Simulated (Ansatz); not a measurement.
## Ligand exchange: C2H9ClSi2 + BH(CH3)(NH2) → C2H11NSi2 + BH(CH3)Cl

Gas-phase species: C2H9ClSi2 `CC[SiH]([SiH3])Cl`, singlet; BH(CH3)(NH2), singlet; C2H11NSi2 `CC[SiH](N)[SiH3]`, singlet; BH(CH3)Cl, singlet. The partners trade Cl for NH2: Si–Cl and B–NH2 bonds give way to Si–NH2 and B–Cl.

Shapes, held fixed at every level: PBE0-D4/def2-TZVP. Flexible molecules stand in one conformer, not always the lowest. Programs: Ansatz 0.2.0. Electronic energies: no zero-point or thermal term.

```csv
level,kind,ΔE (kJ/mol),less CCSD(T)/CBS estimate
PBE-D4/def2-TZVPP,GGA,+100.1,+2.7
r2SCAN-D4/def2-TZVPP,meta-GGA,+98.4,+1.0
PBE0-D4/def2-TZVPP,global hybrid,+100.1,+2.7
B2PLYP/def2-TZVPP,double hybrid,+98.4,+1.0
MP2/def2-TZVPP,perturbation theory,+96.4,-1.0
CCSD/def2-TZVPP,coupled cluster or CI,+95.1,-2.3
CCSD(T)/CBS estimate,coupled cluster or CI,+97.4,0.0
```

The highest level, CCSD(T)/CBS estimate, gives ΔE = +97.4 kJ/mol; the levels span +95.1 to +100.1. The column of differences is taken from that level and isn't an error. No measured value is set beside it here. The CBS estimate extrapolates MP2 from def2-TZVPP and def2-QZVPP and adds CCSD(T) − MP2 in the triple-zeta set, cores frozen.
